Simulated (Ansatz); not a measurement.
FH₆NSi₂ (`N[SiH2][SiH2]F`), relaxed with RKS PBE-D4/def2-SVP in Ansatz from a rough embedded geometry. The force threshold is 0.03 eV/Å; the program also tests the step.

The species carries charge 0 and has multiplicity 1.

Start:

```xyz
10

N    -0.336    1.791   -0.126
Si   -0.002    0.286   -0.741
Si    0.474   -1.346    0.819
F    -0.704   -1.610    1.872
H    -1.243    1.779    0.428
H    -0.600    2.456   -0.870
H    -1.165   -0.109   -1.535
H     1.153    0.489   -1.630
H     0.742   -2.708    0.148
H     1.681   -1.029    1.634
```

Question: By how much does the energy fall, and how many steps does the optimiser take? (Estimate.)

Answer: The calculation gave: 47.90 kJ/mol, in 16 steps, 1 of them rejected.

Question: Which bonds change most? (An estimate is asked.)

Answer: Computed: N1–Si2 from 1.660 to 1.750 Å; Si3–F4 from 1.602 to 1.656 Å; Si2–H7 from 1.463 to 1.517 Å; Si2–Si3 from 2.308 to 2.355 Å.

Question: Give the relaxed structure. (Estimate.)

Answer: The calculation gave: 
```xyz
10

N    -0.482    1.652   -0.045
Si    0.041    0.247   -0.948
Si    0.484   -1.293    0.778
F    -0.711   -1.016    1.890
H    -1.134    1.467    0.724
H    -0.766    2.499   -0.548
H    -0.939   -0.356   -1.939
H     1.283    0.583   -1.732
H     0.417   -2.740    0.366
H     1.806   -1.045    1.454
```
